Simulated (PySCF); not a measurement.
**Yb⁶⁸⁺ (ytterbium, charge +68): UHF calculation**

Configuration: 1s2, closed-shell 1S. Computed with PySCF 2.14 in an even-tempered Gaussian basis (15 s from 190 bohr⁻², ratio 2.2; 7 p from 290 bohr⁻², ratio 2.4; 4 d from 870 bohr⁻², ratio 2.4; 3 f from 1300 bohr⁻², ratio 2.4; 3 g from 2000 bohr⁻², ratio 2.4), with no relativity, point nucleus.

```
Total energy                                     : -4856.358851 hartree
One-electron energy                              : -4899.8868 hartree
Hartree (Coulomb) energy                         : 87.0558 hartree
Exchange energy                                  : -43.5279 hartree
Kinetic energy                                   : 4856.35292 hartree
⟨S²⟩                                             : 0.0000
⟨L²⟩                                             : 0.000
Sum of ⟨r⟩                                       : 0.04309 bohr
Sum of ⟨r²⟩                                      : 0.001239 bohr²
Density at the nucleus (Gaussians lack the cusp) : 214000 bohr⁻³
```

```csv
shell,electrons,mean orbital energy (hartree),"rms radius, mean of both spins (bohr)"
1s,2,-2406.41547,0.0249
```

A non-relativistic calculation at this Z misses sizeable relativistic shifts.
